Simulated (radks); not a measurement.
Si-, 15 electrons, occupied as [Ne] 3s2 3p3. Method: scalar-relativistic Kohn-Sham, PBE, spin-polarised, spherical densities, finite nucleus; open shells are filled with parallel spins first; Fermi nuclear charge, rms radius 3.1224 fm; hard spherical wall at 2.5 bohr; computed with a radial shooting solver on a logarithmic mesh with Libxc functionals.

Normalised radial functions P(r) = r R(r), r in bohr:

r,2s up,2s down
0.005452,0.1362,0.1357
0.006713,0.1645,0.1639
0.008265,0.1979,0.1972
0.01018,0.2367,0.2359
0.01253,0.2814,0.2804
0.01543,0.3317,0.3305
0.01899,0.3869,0.3856
0.02338,0.4456,0.4440
0.02879,0.5046,0.5029
0.03545,0.5594,0.5575
0.04364,0.6029,0.6008
0.05373,0.6258,0.6236
0.06616,0.6160,0.6139
0.08145,0.5601,0.5581
0.09949,0.4502,0.4485
0.1225,0.2679,0.2669
0.1508,0.0146,0.0144
0.1857,-0.2983,-0.2974
0.2286,-0.6419,-0.6400
0.2815,-0.9701,-0.9674
0.3466,-1.2252,-1.2227
0.4267,-1.3544,-1.3530
0.5253,-1.3286,-1.3294
0.6468,-1.1577,-1.1606
0.7964,-0.8908,-0.8944
0.9805,-0.6000,-0.6018
1.207,-0.3517,-0.3487
1.486,-0.1749,-0.1703
1.83,-0.0703,-0.0671
2.253,-0.0172,-0.0163

2s up: eigenvalue -93.661 eV, 1 radial node at r = 0.152 bohr, <r> = 0.579 bohr, 90 % of the charge inside 0.920 bohr. 2s down: eigenvalue -92.752 eV, 1 radial node at r = 0.152 bohr, <r> = 0.579 bohr, 90 % of the charge inside 0.918 bohr.
